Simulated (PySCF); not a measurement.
Isomers of C3H10O2SSi3.

All values: PBE0/pcSseg-1 (PySCF) at GFN2-xTB geometries, gas phase, one conformer each.

(1) Rank by dipole moment, highest first.
A. `[O:1]=[CH:2][C:3](=[O:4])[SiH2:5][C@@H:6]([SiH3:7])[S:8][SiH3:9]` with O1–C2–C3–O4 114°, C2–C3–Si5–C6 69°, C3–Si5–C6–Si7 60°, Si5–C6–S8–Si9 135°
B. `[CH3:1][S@@:2](=[O:3])[C@@H:4]1[SiH2:5][SiH2:6][SiH2:7][C:8]1=[O:9]` with C1–S2–C4–Si5 -86°, S2–C4–Si5–Si6 -72°, C4–Si5–Si6–Si7 -14°, Si5–Si6–Si7–C8 -9°, Si6–Si7–C8–O9 -133°
C. `[CH2:1]=[C:2]1[CH2:3][O:4][Si@@:5]1([O:6][SiH3:7])[S:8][SiH3:9]` with O4–Si5–O6–Si7 125°, O4–Si5–S8–Si9 20°
D. `[CH2:1]=[C:2]1[Si@@H:3]([OH:4])[Si@@H:5]([SiH3:6])[CH2:7][S@@:8]1=[O:9]` with C2–Si3–O4–H -68°, C1–C2–Si3–O4 29°, C2–Si3–Si5–Si6 -106°, Si3–Si5–C7–S8 31°, Si5–C7–S8–O9 41°

(2) Rank by the lowest IAO charge on any atom, highest value first.
A. `[CH2:1]=[C:2]1[CH2:3][O:4][Si@@:5]1([O:6][SiH3:7])[S:8][SiH3:9]` with O4–Si5–O6–Si7 125°, O4–Si5–S8–Si9 20°
B. `[CH2:1]=[C:2]1[Si@@H:3]([OH:4])[Si@@H:5]([SiH3:6])[CH2:7][S@@:8]1=[O:9]` with C2–Si3–O4–H -68°, C1–C2–Si3–O4 29°, C2–Si3–Si5–Si6 -106°, Si3–Si5–C7–S8 31°, Si5–C7–S8–O9 41°
C. `[O:1]=[CH:2][C:3](=[O:4])[SiH2:5][C@@H:6]([SiH3:7])[S:8][SiH3:9]` with O1–C2–C3–O4 114°, C2–C3–Si5–C6 69°, C3–Si5–C6–Si7 60°, Si5–C6–S8–Si9 135°

(3) Rank by the lowest Hirshfeld charge on any atom, highest value first.
A. `[CH2:1]=[C:2]1[Si@@H:3]([OH:4])[Si@@H:5]([SiH3:6])[CH2:7][S@@:8]1=[O:9]` with C2–Si3–O4–H -68°, C1–C2–Si3–O4 29°, C2–Si3–Si5–Si6 -106°, Si3–Si5–C7–S8 31°, Si5–C7–S8–O9 41°
B. `[CH2:1]=[C:2]1[CH2:3][O:4][Si@@:5]1([O:6][SiH3:7])[S:8][SiH3:9]` with O4–Si5–O6–Si7 125°, O4–Si5–S8–Si9 20°
C. `[O:1]=[CH:2][C:3](=[O:4])[SiH2:5][C@@H:6]([SiH3:7])[S:8][SiH3:9]` with O1–C2–C3–O4 114°, C2–C3–Si5–C6 69°, C3–Si5–C6–Si7 60°, Si5–C6–S8–Si9 135°
D. `[CH3:1][S@@:2](=[O:3])[C@@H:4]1[SiH2:5][SiH2:6][SiH2:7][C:8]1=[O:9]` with C1–S2–C4–Si5 -86°, S2–C4–Si5–Si6 -72°, C4–Si5–Si6–Si7 -14°, Si5–Si6–Si7–C8 -9°, Si6–Si7–C8–O9 -133°

## Answers

(1) D (3.53 D), B (2.95 D), A (1.93 D), C (1.16 D).

(2) C (-0.723 e), A (-0.864 e), B (-0.897 e).

(3) C (-0.198 e), B (-0.296 e), D (-0.307 e), A (-0.334 e).

All values together:

| SMILES | μ (D) | HOMO (eV) | LUMO (eV) | lowest IAO charge (e) | highest IAO charge (e) | lowest Hirshfeld charge (e) | highest Hirshfeld charge (e) |
| --- | --- | --- | --- | --- | --- | --- | --- |
| C=C1[Si@@H](O)[Si@@H]([SiH3])C[S@@]1=O | 3.53 | -6.83 | -1.11 | -0.897 (O) | +1.105 (S) | -0.334 (O) | +0.328 (S) |
| C[S@@](=O)[C@@H]1[SiH2][SiH2][SiH2]C1=O | 2.95 | -6.91 | -1.71 | -0.898 (O) | +1.089 (S) | -0.307 (O) | +0.353 (S) |
| O=CC(=O)[SiH2][C@@H]([SiH3])S[SiH3] | 1.93 | -6.77 | -2.44 | -0.723 (C) | +0.699 (Si) | -0.198 (C) | +0.314 (Si) |
| C=C1CO[Si@@]1(O[SiH3])S[SiH3] | 1.16 | -7.43 | -0.62 | -0.864 (O) | +1.319 (Si) | -0.296 (O) | +0.444 (Si) |

Conformers: `[CH2:1]=[C:2]1[Si@@H:3]([OH:4])[Si@@H:5]([SiH3:6])[CH2:7][S@@:8]1=[O:9]` with C2–Si3–O4–H -68°, C1–C2–Si3–O4 29°, C2–Si3–Si5–Si6 -106°, Si3–Si5–C7–S8 31°, Si5–C7–S8–O9 41°; `[CH3:1][S@@:2](=[O:3])[C@@H:4]1[SiH2:5][SiH2:6][SiH2:7][C:8]1=[O:9]` with C1–S2–C4–Si5 -86°, S2–C4–Si5–Si6 -72°, C4–Si5–Si6–Si7 -14°, Si5–Si6–Si7–C8 -9°, Si6–Si7–C8–O9 -133°; `[O:1]=[CH:2][C:3](=[O:4])[SiH2:5][C@@H:6]([SiH3:7])[S:8][SiH3:9]` with O1–C2–C3–O4 114°, C2–C3–Si5–C6 69°, C3–Si5–C6–Si7 60°, Si5–C6–S8–Si9 135°; `[CH2:1]=[C:2]1[CH2:3][O:4][Si@@:5]1([O:6][SiH3:7])[S:8][SiH3:9]` with O4–Si5–O6–Si7 125°, O4–Si5–S8–Si9 20°.
